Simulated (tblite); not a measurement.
C₄H₆, triplet, at a GFN2-xTB geometry (a higher spin typed on purpose: for a closed-shell molecule this is an excited state); GFN1-xTB with ALPB(water) in tblite 0.6.0.

The tblite input:
```
$ tblite run mol.xyz --method gfn1 --charge 0 --spin 2 --alpb water --json tblite.json --no-restart

# file mol.xyz
10

C      1.75459894     0.26377965    -0.67660968
C      0.65006782    -0.06047826     0.17782132
C     -0.68699479     0.05653341    -0.16793300
C     -1.72770442    -0.25764166     0.66056493
H      2.19484393     1.24621075    -0.67237424
H      2.20858178    -0.47942751    -1.30949762
H      0.87209543    -0.42840088     1.17912116
H     -0.91126285     0.42192830    -1.16243482
H     -2.74878768    -0.14912379     0.34462915
H     -1.55527588    -0.62434574     1.65749488
```

The log (banner, timings and long lists left out):

```
xTB calculator
 | screened Coulomb repulsion
 | Coulomb electrostatics
 |  * isotropic Klopman-Ohno-Mataga-Nishimoto electrostatics
 |  * onsite third-order electrostatics
 | DFT-D3(BJ) dispersion correction
 | Interactions (3)
 | [1] alpb/gbsa reaction field model
 | [2] cds contribution to solvation
 | [3] empirical free energy shift and standard state/solvent correction

halogen bonding energy    0.0000000000000E+00 Eh
repulsion energy          2.0171897553219E-01 Eh
dispersion energy        -2.6939509955031E-03 Eh
interaction energy        1.3685977278454E-03 Eh
number of electrons       2.2000000000000E+01 e
integral cutoff           1.9731147476801E+01 bohr

------------------------------------------------------------
  cycle        total energy    energy error   density error
------------------------------------------------------------
      1     -11.51422624381  -1.1714620E+01   6.1757598E-01
      2     -11.51475084784  -5.2460403E-04   3.6923828E-01
      3     -11.51452439009   2.2645775E-04   1.3652327E-02
      4     -11.51481954329  -2.9515320E-04   1.4272199E-03
      5     -11.51482071143  -1.1681379E-06   3.5314546E-04
      6     -11.51482077610  -6.4670749E-08   4.8049579E-05
      7     -11.51482077685  -7.4675732E-10   1.8903475E-05
------------------------------------------------------------

electronic energy        -1.1715214399111E+01 Eh
total energy             -1.1514820776847E+01 Eh

Post processing:
 | Mayer-Wiberg bond orders

[Info] JSON dump of results written to 'tblite.json'
```
